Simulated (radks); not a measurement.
Initial-state core-level shifts of neutral neodymium when its valence configuration changes from [Xe] 4f4 6s2. Method: scalar-relativistic Kohn-Sham, BLYP, spin-polarised, spherical densities, point nucleus; open shells are filled with parallel spins first (spin-orbit coupling, left out, can overturn this in heavy ions); computed with a radial shooting solver on a logarithmic mesh with Libxc functionals. Shifts are changes of the shell-averaged eigenvalues in eV (positive: less bound).

| valence | 1s | 2p | 4d | 5s |
|---|---|---|---|---|
| 4f4 5d1 6s1 | +1.147 | +1.184 | +1.189 | +1.373 |
| 4f4 6s1 6p1 | -1.087 | -1.083 | -1.081 | -1.079 |
| 4f2 5d2 6s2 | -13.446 | -14.522 | -14.366 | -6.682 |
| 4f4 6s1.5 6p0.5 | -0.588 | -0.586 | -0.584 | -0.584 |
| 4f3 5d1 6s2 | -6.213 | -6.689 | -6.719 | -3.332 |
| 4f4 5d0.5 6s1.5 | +0.626 | +0.647 | +0.649 | +0.738 |
| 4f4 5d1 6p1 | +0.065 | +0.122 | +0.125 | +0.250 |
| 4f3 6s2 6p1 | -9.358 | -9.918 | -9.909 | -6.476 |
